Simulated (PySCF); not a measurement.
A calculated (UHF, PySCF 2.14, pcseg-2, no relativity, point nucleus) atom or ion has these occupied shells.

| shell | electrons | orbital energy (eV) | rms radius, mean of both spins (bohr) |
| --- | --- | --- | --- |
| 1s α | 1 | -8944.1 | 0.0613 |
| 1s β | 1 | -8944.0 | 0.0613 |
| 2s β | 1 | -1108.7 | 0.258 |
| 2s α | 1 | -1108.6 | 0.258 |
| 2p β | 3 | -967.21 | 0.230 |
| 2p α | 3 | -967.14 | 0.230 |
| 3s α | 1 | -136.08 | 0.778 |
| 3s β | 1 | -136.05 | 0.778 |
| 3p β | 3 | -90.270 | 0.825 |
| 3p α | 3 | -90.128 | 0.825 |
| 3d β | 5 | -13.227 | 1.15 |
| 3d α | 5 | -13.118 | 1.15 |
| 4s α | 1 | -6.502 | 3.48 |

**Question.** Name the element and its charge.

**Answer.** Cu (copper, neutral), in [Ar] 3d10 4s1, 2S determinant.
